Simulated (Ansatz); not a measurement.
Molecule: sum formula BNH5, net charge -1, singlet state. It need not be the lowest isomer of its formula. Whether it binds its extra electron was not tested at this geometry. 
Structure (B3LYP-D3(BJ)/def2-TZVP (Ansatz, a quantum-chemistry and plane-wave program) minimum search):
```
B
H 1 1.2397
H 1 1.2397 2 108.63
H 1 1.2549 2 107.57 3 -116.16
N 1 1.5734 2 109.36 4 -124.55
H 5 1.0179 1 109.73 2 177.63
H 5 1.0179 6 104.35 1 117.50
```
Charge -1, spin multiplicity 1.

Basis-set convergence of Hartree-Fock and CCSD correlation energies (hartree) with Ansatz. Correlated levels leave the core frozen unless marked. No spin-orbit coupling. No relativistic terms.

```csv
basis,functions,E(HF),"E(corr, CCSD)"
aug-cc-pVDZ,91,-82.03957,-0.35477
aug-cc-pVTZ,207,(withheld),(withheld)
```

Question: Complete the blanks.

Answer: 
- aug-cc-pVTZ, E(HF): -82.06178
- aug-cc-pVTZ, E(corr, CCSD): -0.40963
